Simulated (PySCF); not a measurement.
SMILES C(O)C#C (C3H4O), B3LYP/def2-SVP optimised geometry.

```
8

C      1.08     0.64     0.00
C     -0.14     0.64     0.00
C     -1.60     0.60    -0.04
O     -2.15    -0.66     0.28
H      2.15     0.65     0.01
H     -1.94     0.97    -1.03
H     -2.01     1.31     0.71
H     -1.75    -1.31    -0.31
```

Density from B3LYP/def2-TZVP (PySCF 2.14.0) at that geometry.

Minimum of the electron density along straight lines between bonded atoms, close to the bond critical point (lines longer than 1.1 times the sum of covalent radii, or with two minima, are not listed):

```json
[
 {"bond": "C1–C2", "length / Å": "1.212", "ρ at the minimum / e bohr⁻³": "0.412", "∇²ρ there / e bohr⁻⁵": "-1.16", "position (fraction from the first atom)": "0.49"},
 {"bond": "C2–C3", "length / Å": "1.470", "ρ at the minimum / e bohr⁻³": "0.272", "∇²ρ there / e bohr⁻⁵": "-0.76", "position (fraction from the first atom)": "0.53"},
 {"bond": "C3–O4", "length / Å": "1.411", "ρ at the minimum / e bohr⁻³": "0.268", "∇²ρ there / e bohr⁻⁵": "-0.66", "position (fraction from the first atom)": "0.37"},
 {"bond": "C1–H5", "length / Å": "1.074", "ρ at the minimum / e bohr⁻³": "0.285", "∇²ρ there / e bohr⁻⁵": "-1.05", "position (fraction from the first atom)": "0.66"},
 {"bond": "C3–H6", "length / Å": "1.110", "ρ at the minimum / e bohr⁻³": "0.276", "∇²ρ there / e bohr⁻⁵": "-0.95", "position (fraction from the first atom)": "0.65"},
 {"bond": "C3–H7", "length / Å": "1.103", "ρ at the minimum / e bohr⁻³": "0.282", "∇²ρ there / e bohr⁻⁵": "-1.00", "position (fraction from the first atom)": "0.65"},
 {"bond": "O4–H8", "length / Å": "0.967", "ρ at the minimum / e bohr⁻³": "0.359", "∇²ρ there / e bohr⁻⁵": "-2.39", "position (fraction from the first atom)": "0.80"}
]
```
